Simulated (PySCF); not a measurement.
Tetramethylborate, C4H12B (charge -1).
Geometry (PBE0-D3(BJ)/def2-SVP, Å), atoms numbered from 1 in this order:
```
atom  x, y, z in Å
C1    -0.2573   -1.0798   -1.2228
B2    -0.0011    0.0011   -0.0011
C3     0.0884    1.5268   -0.6257
C4    -1.2491   -0.0794    1.0767
C5     1.4144   -0.3623    0.7674
H6    -1.2065   -0.8882   -1.7643
H7    -0.3105   -2.1261   -0.8574
H8     0.5488   -1.0546   -1.9847
H9     0.2529    2.2948    0.1579
H10   -0.8378    1.8193   -1.1619
H11    0.9194    1.6374   -1.3525
H12   -2.2269    0.1577    0.6089
H13   -1.3537   -1.0875    1.5280
H14   -1.1249    0.6305    1.9203
H15    1.4009   -1.3747    1.2211
H16    2.2857   -0.3380    0.0809
H17    1.6434    0.3468    1.5895
```

The closed-shell ground state was solved at several levels (PySCF, density fitting, gas phase, non-relativistic). The geometry's basis has no diffuse functions, a weakness for an anion. No diffuse functions stand in 6-31G*, cc-pVTZ, def2-TZVP, pcJ-1, pcSseg-0 and pcSseg-1, which bears on an anion's orbital energies.

```json
{"level": "PBE0/aug-cc-pVDZ", "basis functions": "223", "total energy (Eh)": "-184.3230", "HOMO (eV)": "-2.27", "LUMO (eV)": "2.80", "gap (eV)": "5.07"}
{"level": "PBE0/6-31G*", "basis functions": "94", "total energy (Eh)": "-184.2831", "HOMO (eV)": "-1.63", "LUMO (eV)": "7.35", "gap (eV)": "8.98"}
{"level": "BHandHLYP/pcJ-1", "basis functions": "255", "total energy (Eh)": "-184.4280", "HOMO (eV)": "-3.41", "LUMO (eV)": "6.37", "gap (eV)": "9.78"}
{"level": "CAM-B3LYP/pcSseg-1", "basis functions": "145", "total energy (Eh)": "-184.4034", "HOMO (eV)": "-3.54", "LUMO (eV)": "6.46", "gap (eV)": "10.00"}
{"level": "PBE/pcJ-1", "basis functions": "255", "total energy (Eh)": "-184.2776", "HOMO (eV)": "-0.90", "LUMO (eV)": "4.89", "gap (eV)": "5.79"}
{"level": "PBE0/cc-pVTZ", "basis functions": "318", "total energy (Eh)": "-184.3676", "HOMO (eV)": "-2.18", "LUMO (eV)": "5.28", "gap (eV)": "7.46"}
{"level": "HF/pcJ-1", "basis functions": "255", "total energy (Eh)": "-183.1532", "HOMO (eV)": "-5.33", "LUMO (eV)": "8.47", "gap (eV)": "13.80"}
{"level": "PBE0/pcSseg-0", "basis functions": "69", "total energy (Eh)": "-183.9022", "HOMO (eV)": "-2.00", "LUMO (eV)": "6.53", "gap (eV)": "8.53"}
{"level": "B3LYP/pcJ-1", "basis functions": "255", "total energy (Eh)": "-184.5784", "HOMO (eV)": "-1.99", "LUMO (eV)": "5.38", "gap (eV)": "7.37"}
```

**Question.** What might PBE0/def2-TZVP (227 basis functions) give for the same quantities?

**Answer.** Total energy -184.3688 Eh, HOMO -2.19 eV, LUMO 5.10 eV, gap 7.29 eV.

**Question.** Over all these levels, which gives the widest orbital gap and which the narrowest?

**Answer.** HF/pcJ-1 (Hartree–Fock, all exact exchange) has the widest, 13.80 eV, and PBE0/aug-cc-pVDZ (global hybrid, 25 % exact exchange) the narrowest, 5.07 eV. Functional and basis both differ between the two, so the spread mixes both effects.

**Question.** How much does the basis alone move the frontier levels among the 5 PBE0 rows (the withheld one included)?

**Answer.** The HOMO by 0.64 eV and the LUMO by 4.55 eV. By rising basis size (HOMO, LUMO in eV): pcSseg-0 -2.00, 6.53; 6-31G* -1.63, 7.35; aug-cc-pVDZ -2.27, 2.80; def2-TZVP -2.19, 5.10; cc-pVTZ -2.18, 5.28.

**Question.** In the pcJ-1 basis, how does the gap go with the fixed share of exact exchange?

**Answer.** PBE (0 %) 5.79 eV; B3LYP (20 %) 7.37 eV; BHandHLYP (50 %) 9.78 eV; HF (100 %) 13.80 eV. Each rise in the share widens the gap here.
